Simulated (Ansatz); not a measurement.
Total energies of GeH7Si2, SMILES `[SiH2][GeH2][SiH3]` radical.

```xyz
10

Si    0.5652    2.1110    0.0732
Ge    0.8474   -0.2223   -0.2425
Si   -1.1171   -1.3766    0.4413
H    -0.6360    2.6462   -0.6256
H     1.7572    2.9297   -0.2829
H     1.1535   -0.5456   -1.7210
H     2.0526   -0.6910    0.5931
H    -2.2811   -0.8868   -0.3433
H    -1.3707   -1.1246    1.8841
H    -0.9710   -2.8400    0.2235
```

The species carries charge 0 and has multiplicity 2. Correlated methods include outer-core shells of Ge, which these sets cover unevenly. Scalar relativity is left out up to krypton. All single points use the PBE0-D4/def2-TZVP geometry. Basis def2-TZVPP, Ansatz 0.2.0.

RPA on PBE orbitals: Hartree–Fock energy of these orbitals -2657.22718 Eh, correlation -0.92857 Eh (frozen core).

```tsv
functional	energy without D4 (Eh)	D4 term (kJ/mol)
LDA (SPW92)	-2654.61089	–
PBE	-2659.53179	-22.3
BLYP	-2660.19457	-47.1
B97M-V	-2659.62738	–
PBE0	-2659.65181	-19.2
B3LYP	-2660.25928	-36.3
r2SCANh	-2660.08915	-5.8
r2SCAN0	-2660.07483	-6.5
HSE06 (plane-wave form)	-2659.63806	-18.2
BHLYP	-2660.13933	-32.2
CAM-B3LYP	-2660.28733	-20.0
LC-ωPBE	-2659.71065	–
ωB97M-V	-2659.97328	–
B2PLYP	-2659.53975	–
```

(1) Give the same for revPBE, r2SCAN, ωB97X-V, PBE-QIDH. (Estimate.)

B3LYP takes the VWN-RPA correlation (the form of Gaussian; ORCA's B3LYP/G). HSE06 is the plane-wave form, built on full-range PBE exchange. The double hybrids freeze the cores in their second-order part.

Results:

(1) Computed: 
```csv
functional,energy without D4 (Eh),D4 term (kJ/mol)
revPBE,-2659.88311,-56.2
r2SCAN,-2660.09954,-5.3
ωB97X-V,-2659.87795,–
PBE-QIDH,-2659.15094,–
```

LC-ωPBE has ω = 0.4 bohr⁻¹.
